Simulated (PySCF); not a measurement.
SMILES C[Si](C)(C)[GaH2] at its GFN2-xTB optimised geometry (Å):

```
16

Ga    -1.5685    -0.0195     0.0000
H     -2.5480     1.2817     0.0000
H     -2.5599    -1.3103    -0.0542
Si     0.8687    -0.0195     0.0000
C      1.4816    -1.5484    -0.9875
C      1.5616    -0.0868     1.7920
C      1.4653     1.5899    -0.8615
H      2.5599    -1.6698    -0.9529
H      1.0306    -2.4537    -0.5867
H      1.1857    -1.4700    -2.0314
H      1.2152    -0.9847     2.2991
H      1.2149     0.7704     2.3649
H      2.6474    -0.0877     1.8170
H      0.9933     2.4537    -0.3979
H      1.1815     1.5864    -1.9115
H      2.5408     1.7275    -0.8054
```

Level of theory: PBE0/def2-TZVP run with PySCF. Cells within 0.4 Å of a nucleus heavier than hydrogen are left out (blank, or x).

Map of the HOMO−1 amplitude (bohr^(-3/2)) on the plane z = 0.0 Å; orbital energy -7.76 eV, overall sign arbitrary:

```
|444444444444444444444444444|
|444444444444444444444444444|
|444444444444444444444444444|
|444444555544444444444444444|
|444555555555444444444444444|
|445555555555555555544444444|
|455555555555555555555444444|
|455555555555554444555544444|
|455556666655554444445544444|
|555567887665554444444444444|
|555567998765554444444444444|
|455556787665554444444444444|
|445555664465554444444444444|
|44444444xx54444xx4444444444|
|444444335x34444x55554444444|
|444443212233445555554444444|
|444432001233445555554444444|
|444432002334445555544444444|
|444443223344444555444444444|
|444444334444444444444444444|
|444444444444444444444444444|
|444444444444444444444444444|
|444444444444444444444444444|
|444444444444444444444444444|
|444444444444444444444444444|
|444444444444444444444444444|
|444444444444444444444444444|
```
Scale: ten equal steps from -0.220 (start of '0') to 0.227 (end of '9'), in the order '0123456789'; x runs from -5.00 to 5.00, y from -5.00 (bottom) to 5.00 (top).
